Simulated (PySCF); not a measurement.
# SnC at PBEsol

Level: PBEsol. PySCF, scalar-relativistic core potentials, basis sets Sn def2-SVPD with ECP28, C def2-SVPD.

```json
{
 "state": "³Π (triplet), unpaired electrons σ ↑, π ↑",
 "bond length": "0.2014 nm",
 "harmonic wavenumber": "675 cm⁻¹",
 "force constant": "2.92 mdyn/Å",
 "rotational constant Be": "0.3810 cm⁻¹",
 "anharmonicity ωexe": "4.38 cm⁻¹",
 "vibration–rotation constant αe": "0.00293 cm⁻¹",
 "well depth De to Sn + C": "3.85 eV",
 "dissociation energy D0": "3.81 eV",
 "bond order (Mayer)": "2.11",
 "dipole moment (positive dipole means Sn(−)C(+))": "-2.59 D"
}
```

Spin–orbit coupling is left out, which matters for elements this heavy, above all for dissociation energies. The state was picked by a PBE0 search and need not be the measured ground state.
